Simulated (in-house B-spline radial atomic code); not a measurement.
Te+: [Ar] (3d3/2)4 (3d5/2)5 4s2 4p6 4d10 5s2 (5p1/2)2 (5p3/2)1 (6f7/2)1 (an excited or competing configuration)

Computed with a B-spline radial code for spherical atoms: Dirac-Hartree-Fock, average of the jj configuration, Fermi nucleus of rms radius 4.7423 fm.

Effective charges: Z_r = [3n² - l(l+1)]/(2<r>) from the radius, Z_e = n√(-2ε) from the energy, and Slater's rules. Values are occupation-weighted means over j. An effective charge above Z reflects the relativistic contraction of the inner shells.

| shell | electrons | ε (eV) | <r> (bohr) | Z_r | Z_e | Slater |
| --- | --- | --- | --- | --- | --- | --- |
| 1s | 2 | -32064 | 0.02781 | 53.95 | 48.55 | 51.70 |
| 2s | 2 | -5069.6 | 0.1192 | 50.33 | 38.61 | 47.85 |
| 2p | 6 | -4556.6 | 0.1045 | 47.83 | 36.60 | 47.85 |
| 3s | 2 | -1088.3 | 0.3183 | 42.41 | 26.83 | 40.75 |
| 3p | 6 | -916.08 | 0.3162 | 39.53 | 24.62 | 40.75 |
| 3d | 9 | -659.33 | 0.2938 | 35.74 | 20.88 | 31.20 |
| 4s | 2 | -225 | 0.7515 | 31.94 | 16.27 | 25.10 |
| 4p | 6 | -167.96 | 0.8022 | 28.67 | 14.05 | 25.10 |
| 4d | 10 | -81.247 | 0.9203 | 22.82 | 9.77 | 13.85 |
| 5s | 2 | -39.117 | 1.933 | 19.40 | 8.48 | 8.30 |
| 5p | 3 | -27.265 | 2.227 | 16.39 | 7.08 | 8.30 |
| 6f | 1 | -1.5487 | 23.13 | 2.08 | 2.02 | 2.00 |

The least bound orbital is 6f7/2 at -1.549 eV, and it is also the most diffuse (<r> = 23.13 bohr). The part-filled 3d shell lies below the filled 5s shell in orbital energy.

For the 1s electron the small component carries 3.66 % of the norm, the zero-frequency Breit interaction raises the level by 77.01 eV, self-energy by 43.87 eV, and vacuum polarisation lowers it by 5.959 eV.
